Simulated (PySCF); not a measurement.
C6H9NSi.
Atom-mapped SMILES: `[SiH3:1][CH2:2][c:3]1[cH:4][cH:5][cH:6][n:7][cH:8]1` (hydrogens: H9, H10, H11 on Si1; H12, H13 on C2; H14 on C4; H15 on C5; H16 on C6; H17 on C8)

The geometry is computed with GFN2-xTB (gas phase).

(1) What internal coordinates does the optimisation give?

Answers

(1) 
```
                    bond  length (Å)     order
                  Si1–C2       1.913    single
                   C2–C3       1.487    single
                   C3–C4       1.392  aromatic
                   C4–C5       1.384  aromatic
                   C5–C6       1.387  aromatic
                   C6–N7       1.322  aromatic
                   N7–C8       1.320  aromatic
                   C3–C8       1.393  aromatic
Si1–H9, Si1–H10, Si1–H11       1.463    single
          C2–H12, C2–H13       1.091    single
                  C4–H14       1.082    single
                  C5–H15       1.080    single
                  C6–H16       1.082    single
                  C8–H17       1.083    single
```

Bonds in one row agree within 0.01 Å and their mean is given. Orders are formal, as drawn. A selection of angles:
```
    angle  degrees
Si1–C2–C3    110.4
 C2–C3–C4    121.8
 C2–C3–C8    121.5
 C4–C3–C8    116.7
 C3–C4–C5    119.6
 C4–C5–C6    118.4
 C5–C6–N7    122.9
 C6–N7–C8    118.3
 C3–C8–N7    124.2
```

Torsions: Si1–C2–C3–C4 -87° (synclinal). The mirror-image conformer, all signs reversed, is as good.

Of the pairs four or more bonds apart, H12···H17 is among the closest relative to their van der Waals radii: 2.47 Å, 103 % of the sum of Bondi's values. Si1 (SiH3 silicon) is tetrahedral (angles from 108.0° to 110.6°). The 6-membered ring C3–C4–C5–C6–N7–C8 has internal angles of 116.7° to 124.2°; it is planar, 0.00 Å rms from its mean plane, widest ring torsion 0°. The C–C distances run from 1.384 Å (C4–C5, aromatic) to 1.487 Å (C2–C3, drawn single), a spread of 0.103 Å.

Point group: C1 (no symmetry element, even within 0.4 Å). Not checked by GFN2-xTB frequencies. One conformer, not necessarily the lowest.
